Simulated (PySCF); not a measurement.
**How methods differ on the ionisation energy of As²⁺**

As²⁺ [Ar] 3d10 4s2 4p1 (2P) → As³⁺ [Ar] 3d10 4s2 (1S), as a difference of total energies. Computed with PySCF 2.14 in dyall-av2z (16s12p8d, 92 functions), with the non-relativistic Hamiltonian (point nucleus). Correlated levels: valence: [Ar] 3d10 frozen; virtual orbitals above 40 to 60 times the deepest correlated orbital energy dropped. The calculations carry no spin-orbit coupling.

```tsv
method	ionisation energy (eV)
UHF	27.373
MP2 (valence)	27.554
SCS-MP2 (valence)	27.535
CCSD (valence)	27.645
CCSD(T) (valence)	27.659
```

How much does correlation contribute at CCSD(T) (valence)?

27.659 − (27.373) = 0.286 eV, measured against UHF.

A first-order spin-orbit estimate (lowest level to lowest level, LS coupling) adds 0.201 eV.

These non-relativistic numbers lack the scalar-relativistic shift.

Errors of the correlated levels include the incompleteness of this basis and the frozen core.

For comparison: 28.349 ± 0.012 eV (measured; NIST Atomic Spectra Database, ionization energies).
